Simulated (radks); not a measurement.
Values are calculated unless marked as measured or tabulated.
K-, configuration [Ar] 4s2. Level of theory: scalar-relativistic Kohn-Sham, PBEsol, spin-unpolarised, spherical densities, finite nucleus; Fermi nuclear charge, rms radius 3.4349 fm; Watson sphere of charge +1 and radius 5.15 bohr (a radial shooting solver on a logarithmic mesh with Libxc functionals). Some entries of the table are withheld. Estimate them.

orbital  occ.  eigenvalue (eV)  <r> (bohr)  r(max) (bohr)
1s          2              (1)     0.08113        0.05307
2s          2        -352.1990      0.3881         0.3185
2p          6        -279.2391      0.3508         0.2627
3s          2              (2)       1.271          1.077
3p          6         -18.1979         (3)          1.157
4s          2          -2.9187       5.040          4.435

Answer. 
(1) 1s eigenvalue (eV): -3516.532
(2) 3s eigenvalue (eV): -34.6415
(3) 3p <r> (bohr): 1.442
